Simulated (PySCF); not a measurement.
Calculated properties of `FB(F)F`

Species: BF3.
Z-matrix (Å and degrees, PBE0-D3(BJ)/def2-SVP geometry), rows numbered from 1:
```
B 
F   1  1.3108
F   1  1.3110  2  119.96
F   1  1.3112  2  120.00  3   179.82
```

**PBE0-D3(BJ)/def2-SVP geometry optimisation, gas phase (PySCF)**

* Point group: D3h
* Rotational constants A, B, C: 10.325, 10.312, 5.159 GHz

**CAM-B3LYP/def2-SVPD ground state and vertical TDDFT (core frozen in the response) (PySCF)**

* Dipole moment: 0.00 D by symmetry (numerical residue 0.01 D)
* HOMO energy: -13.98 eV
* LUMO energy: 0.51 eV
* HOMO–LUMO gap: 14.49 eV
* Lowest singlet excitation: 10.79 eV (115 nm, f = 0.000)
* Lowest triplet excitation (Tamm–Dancoff): 10.54 eV
* Static isotropic polarisability: 15.8 au
* Electronic spatial extent ⟨r²⟩ about the centre of nuclear charge: 212 bohr²

From B3LYP/pcSseg-1 ground state and GIAO shieldings, non-relativistic (PySCF):

- Isotropic shieldings of nuclei other than C and H, by class: 87 (B1), 298 (F2/F3/F4) ppm

**B3LYP/pcJ-1 indirect spin-spin coupling, non-relativistic, gas phase (PySCF)**

* Largest of the computed one-bond spin–spin couplings (means over like bonds): 19F–11B -60.7 (F2–B1 and 2 like it) Hz

**delta-SCF UKS SCAN, pcX-2 on the ionised atom, pcseg-1 elsewhere, spin-free X2C (PySCF)**

* Core binding energies: B1s 202.4 (B1), F1s 694.7 (F2/F3/F4) eV

Monoisotopic mass (most abundant isotopes): 68.0045 u.

The rotational constants are those of an oblate symmetric top; the small spread among constants that symmetry makes equal is optimisation noise. The vertical singlet–triplet gap S1 − T1 is 0.25 eV (TDDFT singlet less Tamm–Dancoff triplet; S1: HOMO→LUMO+1, weight 0.98; T1: HOMO→LUMO+1, weight 0.98). No computed singlet falls in the visible range (750 to 380 nm, 1.65 to 3.26 eV); S1 lies 7.53 eV above its blue end. The largest Löwdin shares of the HOMO are 0.33 on F2, 0.33 on F3 and 0.33 on F4.

